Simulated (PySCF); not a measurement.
# Polarisability and C₆ of S⁻ (sulfur, charge -1)

[Ne] 3s2 3p5, 2P determinant. All numbers are calculated (PySCF 2.14, no relativity, point nucleus, in dyall-acv3z). Coupled (time-dependent) response in atomic units; α is the mean over directions.

| method | mean α (bohr³) | α xx, yy, zz | C₆ (like pair) | S(−4) |
| --- | --- | --- | --- | --- |
| UHF | 40.58 | 31.69, 45.02, 45.02 | 398.4 | 608.4 |

S(−4) is the Cauchy moment in α(ω) = α(0) + S(−4) ω² + …

α(iu) at UHF:

```tsv
u (hartree)	α(iu) (bohr³)
0	40.58
0.0500	39.15
0.100	35.74
0.200	27.91
0.300	21.49
0.500	13.08
0.750	7.693
1.00	4.972
1.50	2.541
2.00	1.545
3.00	0.7626
5.00	0.3208
```

A single London oscillator, α(iu) = α/(1 + u²/ω²), gives C₆ = (3/4) ω α². Matching the computed C₆ needs ω = 4 × 398.4 / (3 × 40.58²) = 0.323 hartree.

For an ion, C₆ is the dispersion term alone; charge-induced terms of lower order in 1/R come first.

The components differ because the open shell of this determinant is not spherical; for a pure term their mean is the scalar polarisability.
